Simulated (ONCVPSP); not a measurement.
La (Z = 57): one change to an ONCV potential, before and after

| Quantity | Value |
| --- | --- |
| Element | La |
| Generator | ONCVPSP 4.0.1 |
| Type | optimised norm-conserving Vanderbilt (ONCV) |
| Functional | PBE |
| Relativity | fully relativistic |
| Frozen core | [Kr] 4d10 |
| Valence charge | 11 |
| Reference configuration | 5s2 5p6 5d2 6s1 |
| Partial waves | 5s+6s: rc 2.95 bohr, ncon 5, nbas 8, qcut 4.5 1/bohr, 2 projectors; 5p: rc 2.90 bohr, ncon 4, nbas 7, qcut 5.7 1/bohr, 3 projectors, debl 1.2 Ha; 5d: rc 2.60 bohr, ncon 4, nbas 7, qcut 3.5 1/bohr, 2 projectors, debl 4 Ha; f scattering state at 0.28 Ha: rc 3.05 bohr, ncon 3, nbas 6, qcut 3.6 1/bohr, 3 projectors, debl 1 Ha |
| Local potential | polynomial inside 2.15 bohr (lpopt 4, dvloc0 6 Ha) |
| Core correction | none |

Open shells are filled in proportion to 2j + 1.

In the f channel the program set the typed energies aside and used -0.096, 0.904, 1.904 Ha (j = l + 1/2; the other j can differ).

Change: d: rc 3.32.

Cutoffs: the cutoffs (Ha) at which the residual kinetic energy of the hardest occupied pseudo-wave falls to 1 and 0.1 mHa per electron; they do not see the model core or the augmentation charge, which bear on the density cutoff. Errors are all-electron minus pseudo energies relative to the spin-unpolarised reference configuration.

Question: Predict the effect on cutoff, ghosts and configuration errors.

Answer: The potential gets neither clearly harder nor softer (6.9 Ha and 9.6 Ha → 6.9 Ha and 9.0 Ha); of the 3 tests that both files solve, the error grows in 1 and shrinks in 2 by more than 15 % and 0.3 meV (median size 1.9 → 1.5 meV); neither file shows a bound ghost.

```tsv
quantity	base	changed
cutoff, loose	6.9 Ha	6.9 Ha
cutoff, tight	9.6 Ha	9.0 Ha
loose cutoff by channel	s 6.9 Ha, p 5.2 Ha, d 5.6 Ha	s 6.9 Ha, p 5.2 Ha, d 5.0 Ha
bound ghosts	none	none
GHOST(+) flags under 300 eV	s at 287.2 eV	s at 287.2 eV
tests with a reliable result	3 of 4	3 of 4
error for 5s2 5p6 5d1 6s2, meV [ΔE -0.80 eV]	-4.8	-1.5
error for 5s2 5p6 5d1 6s1, meV [ΔE 5.17 eV]	-1.6	+0.8
error for 5s2 5p6 5d1 6s0, meV [ΔE 16.06 eV]	+1.9	+2.9
s: phases at 3.00 bohr within 0.05 rad from the reference energy up to (Ha; the scan ends near 5)	2.6	2.6
p3/2: phases at 2.94 bohr within 0.05 rad from the reference energy up to (Ha; the scan ends near 5)	4.1	4.1
p1/2: phases at 2.94 bohr within 0.05 rad from the reference energy up to (Ha; the scan ends near 5)	4.0	4.0
f7/2: phases at 3.09 bohr within 0.05 rad from the reference energy up to (Ha; the scan ends near 5)	2.4	2.4
f5/2: phases at 3.09 bohr within 0.05 rad from the reference energy up to (Ha; the scan ends near 5)	2.4	2.4
```

Base: The cutoffs count occupied waves only; projector 3 of the f channel, the hardest unoccupied one, needs 34 Ha at the loose tolerance. Changed file: The cutoffs count occupied waves only; projector 3 of the f channel, the hardest unoccupied one, needs 34 Ha at the loose tolerance.
